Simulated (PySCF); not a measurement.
**Tb⁴²⁺: ionisation energy**

Tb⁴²⁺ [Ar] 3d5 [3d3/2^4 3d5/2^1, M_J = 5/2] → Tb⁴³⁺ [Ar] 3d4 [3d3/2^4, M_J = 0], as a difference of total energies. Calculation: PySCF 2.14, in an even-tempered Gaussian basis (16 s from 9.4 bohr⁻², ratio 2.8; 12 p from 12 bohr⁻², ratio 2.8; 8 d from 12 bohr⁻², ratio 2.8; 3 f from 42 bohr⁻², ratio 3); the two-component X2C-1e Hamiltonian. Correlated levels: [Ne] frozen; the 74 highest virtual spinors dropped. "Screened" scales the spin-orbit matrix elements by Boettger's factors to mimic the two-electron term; Breit and QED terms are absent.

| method | ionisation energy (eV) |
| --- | --- |
| GHF (spin-free) | 3335.4 |
| GMP2 (spin-free) | 3335.3 |
| GHF (screened spin-orbit) | 3302.2 |
| GMP2 (screened spin-orbit) | 3301.9 |

Breit and QED terms and the two-electron picture change are absent.

The spin-free rows relax to the high-spin LS determinant and lack the spin-orbit shift.

The labels give the starting determinants; with spin-orbit coupling the two ends relaxed to ⟨J²⟩ = 8.75, ⟨L²⟩ = 4.74, ⟨S²⟩ = 3.49 and ⟨J²⟩ = 0.00, ⟨L²⟩ = 2.43, ⟨S²⟩ = 2.43.

For comparison: 3300 ± 4 eV (theoretical estimate listed by NIST; NIST Atomic Spectra Database, ionization energies).
